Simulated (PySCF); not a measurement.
**Spinor energies of Dy³⁺ (dysprosium, charge +3)**

Start: [Xe] 4f9; 4f5/2 filled at m_j = -5/2, -3/2, -1/2, +1/2, +3/2, +5/2; 4f7/2 filled at m_j = +3/2, +5/2, +7/2. Calculated with PySCF 2.14 in x2c-TZVPall-2c (11s11p10d4f1g, 131 functions): generalised Hartree-Fock with the X2C-1e Hamiltonian and a Gaussian nucleus; one run each with spin-orbit coupling (SO) switched off, then screened by Boettger's factors.

```tsv
spinor shell	electrons	ε, spin-free (eV)	ε, screened SO (eV)	weight of nominal j (screened SO)	rms radius, screened SO (bohr)
1s1/2	2	-54091.7	-54080.5	1.000	0.0240
2s1/2	2	-9159.8	-9156.3	1.000	0.0971
2p1/2	2	-8126.8	-8692.2	1.000	0.0830
2p3/2	4	-8126.8	-7887.1	1.000	0.0896
3s1/2	2	-2117.7	-2116.6	1.000	0.250
3p1/2	2	-1794.3	-1914.1	1.000	0.241
3p3/2	4	-1794.3	-1742.7	1.000	0.255
3d3/2	4	-1376.5	-1398.8	0.998	0.228
3d5/2	6	-1376.5	-1360.6	0.998	0.231
4s1/2	2	-470.32	-469.97	1.000	0.563
4p1/2	2	-361.13	-389.59	0.987	0.578
4p3/2	4	-361.13	-348.69	0.993	0.607
4d3/2	4	-209.00	-217.79	0.800	0.652
4d5/2	6	-209.00	-202.85	0.867	0.660
5s1/2	2	-89.416	-89.358	1.000	1.38
5p1/2	2	-59.981	-64.284	0.956	1.52
5p3/2	4	-59.981	-58.105	0.978	1.62
4f5/2	6	-47.484	-47.095	0.725	0.879
4f7/2	3	-47.484	-48.075	0.801	0.874
```

| quantity | spin-free | screened SO |
| --- | --- | --- |
| E (hartree) | -12147.24956 | -12156.21820 |
| M_J | 15/2 | 15/2 |
| ⟨J²⟩ | 63.762 | 63.769 |
| ⟨L²⟩ | 30.006 | 30.657 |
| ⟨S²⟩ | 8.756 | 8.596 |

Each row is a mean over spinors that exchange with the open shell spreads, by up to 16.273 eV (4d5/2).

Rows whose weight is well below 1 are mixtures of j = l ± 1/2: exchange outweighs spin-orbit coupling there, and the label is only the starting occupation.

Breit and QED terms are absent; they matter most for the inner s and p1/2 levels.

Densities and radii are taken from the X2C orbitals without a picture-change correction, which distorts them close to the nucleus.

Without spin-orbit coupling the j labels of p, d and f shells carry no meaning; the spin-free column gives the mean over the occupied spinors of each nl shell.
